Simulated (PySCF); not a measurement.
Species: C7H9F3.
Atom-mapped SMILES: `[CH2:1]=[CH:2][C@H:3]1[CH2:4][C@@H:5]([C:6]([F:7])([F:8])[F:9])[CH2:10]1` (hydrogens: H11, H12 on C1; H13 on C2; H14 on C3; H15, H16 on C4; H17 on C5; H18, H19 on C10)

A GFN2-xTB structure was refined with PySCF, PBE0-D3(BJ)/def2-SVP geometry optimisation, gas phase. Its GFN2-xTB values:

```
  coordinate  GFN2-xTB
       C1=C2   1.320 Å
      C1–H11   1.078 Å
      C1–H12   1.076 Å
       C2–C3   1.490 Å
      C2–H13   1.082 Å
       C3–C4   1.548 Å
      C3–H14   1.090 Å
       C4–C5   1.538 Å
      C4–H15   1.088 Å
      C4–H16   1.087 Å
       C5–C6   1.512 Å
      C5–H17   1.091 Å
       C6–F7   1.344 Å
    C1–C2–C3    124.4°
    C2–C3–C4    114.9°
    C3–C4–C5     90.3°
   C4–C3–C10     89.3°
    C4–C5–C6    114.7°
   C4–C5–C10     90.0°
    C5–C6–F7    112.3°
    F7–C6–F8    106.4°
 C2–C3–C4–C5      120°
C2–C3–C10–C5     -120°
 C3–C4–C5–C6     -119°
C4–C5–C10–C3        3°
```

How do these coordinates change at the PBE0-D3(BJ)/def2-SVP level?

```tsv
coordinate	PBE0-D3(BJ)/def2-SVP (Å or °)	change
C1–H11	1.095	+0.017
C1–H12	1.093	+0.017
C2–H13	1.099	+0.017
C1=C2	1.334	+0.014
C4–H15	1.101	+0.013
C4–H16	1.099	+0.012
C3–H14	1.102	+0.012
C5–C6	1.501	-0.011
C5–H17	1.100	+0.009
C6–F7	1.337	-0.007
C2–C3	1.488	-0.002
C4–C5	1.537	-0.001
C3–C4	1.549	+0.001
C2–C3–C4	118.8	+3.9
C4–C5–C6	118.0	+3.3
C3–C4–C5	88.7	-1.6
C4–C3–C10	87.8	-1.5
C4–C5–C10	88.7	-1.3
F7–C6–F8	107.6	+1.2
C5–C6–F7	111.3	-1.0
C1–C2–C3	125.3	+0.9
C3–C4–C5–C6	-140	-21
C2–C3–C10–C5	-141	-21
C2–C3–C4–C5	140	+20
C4–C5–C10–C3	19	+16
```

The energy falls by 9.0 kJ/mol over 17 energy and gradient evaluations, the largest force component goes from 0.0122 to 3.3e-04 Eh/bohr, and the atoms move by 0.492 Å rms after alignment. Among the bonds, C1–H11, C1–H12 and C2–H13 change most and about equally (+0.017 Å). Bonds longer at the end by more than 0.005 Å: 10 of 19; shorter: 3. Among the dihedrals that turn most is H15–C4–C5–H17, from -129° to -154°. Rotational constants go from 2855, 741.6, 732.6 to 3392, 645.5, 630.7 MHz.

The run used 185 basis functions and 121 SCF cycles in all. Rough CPU time on one thread of a shared machine: about 6 min.

PBE0-D3(BJ)/def2-SVP frequencies: not computed here. The numbers are those of one conformer.
